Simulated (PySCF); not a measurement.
## Electron correlation in Zr (zirconium, neutral)

[Kr] 4d1 5s2 5p1, one real determinant (an excited configuration). Calculation: PySCF 2.14, in ANO-RCC-VTZP (7s6p4d2f1g, 68 functions); scalar relativity by spin-free X2C-1e. Frozen: [Ar] 3d10; 12 electrons correlated.

```csv
level,correlation energy (mhartree)
CCSD,-334.05
(T),-23.34
CCSD(T),-357.39
```

Diagnostics: T1 = 0.12, D1 = 0.5811, largest double amplitude 0.253.

Question: Is a single reference adequate?

Answer: Not fully. The real determinant used has ⟨L²⟩ near 8 against 12 for a pure F term, so it mixes terms. T1 exceeds 0.03, a sign that the reference determinant is poor. A double-excitation amplitude exceeds 0.15, a sign of near-degeneracy.

The basis was made for the ground configuration and has no added diffuse functions, which can raise the energy of the promoted electron.

The reference is one real determinant that mixes LS terms of this configuration.
